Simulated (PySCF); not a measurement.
## C5H3FNO: g tensor and hyperfine couplings

Compound: C₅H₃FNO (doublet state).
Z-matrix (Å and degrees, GFN2-xTB geometry), rows numbered from 1:
```
N 
C   1  1.2160
C   2  1.3475  1  159.25
C   3  1.4117  2  129.02  1    84.05
C   4  1.4036  3  106.23  2   173.52
C   5  1.3618  4  105.78  3    -0.58
F   6  1.3269  5  130.71  4  -179.98
O   6  1.3485  5  113.17  4     0.03
H   1  1.0173  2  121.78  3  -171.30
H   4  1.0687  3  125.68  2    -7.38
H   5  1.0696  4  127.60  3   179.49
```

The hyperfine couplings belong to this conformer and change with its torsions.

Identity: `[H]/N=[C]/C1=CC=C(F)O1` [radical].

The calculation used UKS B3LYP, pcH-1 on C F H N O, non-relativistic, mean-field spin-orbit, GIAO in PySCF 2.14.0. Isolated species at its GFN2-xTB geometry (one conformer only). A GFN2-xTB geometry isn't a minimum of the functional, and hyperfine couplings can be far from their values at a DFT geometry. The frame is twisted about the C2–C3 bond at this geometry (dihedral N1–C2–C3–C4 = 84°); couplings at other torsion angles weren't computed. Stability of the SCF solution: not tested. ⟨S²⟩ is 0.773 where a pure state has 0.75.

| Quantity | Value |
| --- | --- |
| g1, g2, g3 | 1.99998, 2.00215, 2.00367 |
| g_iso | 2.00193 |
| Form of g | rhombic: the two nearest values differ by 41 % of g3 − g1 |
| ⟨S²⟩ | 0.7727 (exact 0.7500) |
| Total energy | -422.05544 Eh |
| Basis functions | 230 |

Isotropic coupling and dipolar principal values T1 to T3, in MHz:

```csv
atom,isotope,a_iso,T1,T2,T3,Mulliken spin population
N1,14N,17.2,-9.0,-6.7,15.7,0.07
C2,13C,50.1,-43.0,-38.7,81.7,0.45
C3,13C,-28.2,-24.8,9.1,15.7,-0.15
C4,13C,38.2,-33.7,-33.6,67.3,0.42
C5,13C,-26.0,-12.6,5.9,6.7,-0.12
C6,13C,29.0,-27.4,-26.5,54.0,0.25
F7,19F,44.9,-77.7,-62.5,140.2,0.02
O8,17O,-5.3,-16.9,7.5,9.5,0.03
H9,1H,135.7,-8.2,-4.9,13.1,0.04
H10,1H,-28.7,-15.2,-0.7,15.8,-0.02
H11,1H,5.1,-2.7,0.7,2.0,0.00
```

Largest spin populations (Mulliken): C2 (+0.45), C4 (+0.42), C6 (+0.25) and C3 (-0.15). Three atoms exceed +0.15. The positive populations add up to 1.29 and the negative ones to -0.29, together 2S = 1.

C2, the radical centre as drawn in `[H]/N=[C]/c1ccc(F)o1`, holds a spin population of +0.45 out of 1.

Axes: g1 points within 8° of the C2–C3 bond and g3 points within 5° of the C5–C6 bond.

Under fast tumbling the dipolar parts average out, and these isotropic splittings remain: 1 × 1H (H9, I = 1/2, 2 lines) with 4.84 mT, 1 × 19F (F7, I = 1/2, 2 lines) with 1.60 mT, 1 × 1H (H10, I = 1/2, 2 lines) with 1.03 mT, 1 × 14N (N1, I = 1, 3 lines) with 0.61 mT and 1 × 1H (H11, I = 1/2, 2 lines) with 0.18 mT.

The 17O coupling of O8 (-5.3 MHz) shows only in satellite lines or after enrichment, since that isotope makes up about 0.038 % of natural oxygen.

The 13C coupling of C2 (50.1 MHz) shows only in satellite lines or after enrichment, since that isotope makes up about 1.07 % of natural carbon.

β density exceeds α density at some nuclei, such as C3 (-0.0251), C5 (-0.0232) and H10 (-0.0064), spin density in bohr⁻³. In a single determinant that takes different orbitals for the two spins, that is spin polarisation.

Time: 56 s wall (with the writing of density and orbital grids); peak memory 0.87 GiB. Hardware: one thread of an Arm Neoverse V1, no GPU, shared host with 32 logical CPUs at a one-minute load of 27.
